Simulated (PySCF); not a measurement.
C2H8O2SSi2, SMILES [SiH2](SC)[SiH2]C(=O)O (GFN2-xTB optimised geometry):

```
15

C      2.548    -2.512    -0.368
S      2.404    -0.703    -0.268
Si     0.259    -0.520    -0.125
Si    -0.176     1.741     0.000
C     -2.089     1.741     0.000
O     -2.761     0.735     0.002
O     -2.631     2.958     0.000
H      2.151    -2.958     0.538
H      3.604    -2.740    -0.465
H      2.007    -2.871    -1.238
H     -0.107    -1.331     1.042
H     -0.254    -1.236    -1.299
H      0.229     2.596    -1.120
H      0.221     2.441     1.227
H     -3.604     2.914     0.002
```

Calculation: PBE/def2-TZVP (PySCF).

**Question.** What are the frontier orbital energies and the dipole moment?

**Answer.** HOMO-2 -7.18 eV, HOMO-1 -6.45 eV, HOMO -5.55 eV, LUMO -1.96 eV, LUMO+1 -1.51 eV; dipole moment 0.48 D.

Meta-Löwdin charges at PBE/def2-TZVP: C1 -0.41, S2 -0.18, Si3 0.31, Si4 0.30, C5 0.30, O6 -0.42, O7 -0.43, H8 0.13, H9 0.15, H10 0.13, H11 -0.07, H12 -0.07, H13 -0.05, H14 -0.05, H15 0.34.
